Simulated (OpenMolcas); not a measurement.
A calculation on Xe6+.

```
Program             : OpenMolcas
Method              : SS-CASPT2, IPEA 0.25 Eh, imaginary shift 0.1 Eh (closed shells correlated: 4d)
Basis               : ANO-RCC-VQZP [8s7p5d3f2g]
Scalar Hamiltonian  : DKH2, point nucleus
Active space        : 2 electrons in 4 orbitals (5s 5p)
State averaging     : 2S+1 = 3 even, 3 roots; 2S+1 = 1 even, 7 roots; 2S+1 = 3 odd, 3 roots; 2S+1 = 1 odd, 3 roots
Spin-orbit coupling : RASSI with atomic mean-field integrals over the reference wave functions, term energies averaged over their components
```

(1) Which level of the active space comes out lowest?

(2) How high does 5s 5p ¹P°₁ lie?

(3) How high does 5s 5p ³P°₀ lie?

(4) How high does 5s 5p ³P°₂ lie?

(5) The level at 250390 cm⁻¹ has J = 2. What is it made of, and what is its g factor?

Measured values: Saloman, J. Phys. Chem. Ref. Data 33, 765 (2004).

Results:

(1) 5s² ¹S₀, with 100 % of that term; it is also the measured ground level.

(2) 140620 cm⁻¹ above the lowest level; measured 143259 cm⁻¹ above the ground level, so the calculation is off by -2 %.

(3) 97060 cm⁻¹ above the lowest level; measured 96141 cm⁻¹ above the ground level, so the calculation is off by +1 %.

(4) 112140 cm⁻¹ above the lowest level; measured 113676 cm⁻¹ above the ground level, so the calculation is off by -1 %.

(5) 57 % 5p² ³P₂, 43 % 5p² ¹D; g = 1.286, against 1.501 from Landé's formula for the pure leading term.

CASPT2 does not keep the components of a term degenerate, so their means are used; among the terms shown or strongly mixed into the levels shown the widest spread is 18 cm-1 (5p² ¹D). Over all roots computed the reference weight is 0.90 to 0.95; the roots of lowest weight are the least certain, and an intruder state may touch them. The ¹D term of p² mixes with s d, which this space lacks. Measured partners are found by configuration, term and J. A level has none where our copy of the source lacks it or the pairing is in doubt (some pairs that miss far off the trend of their configuration count as doubtful), and it then counts in no deviation. Only configurations of the active space appear.

° marks odd parity.
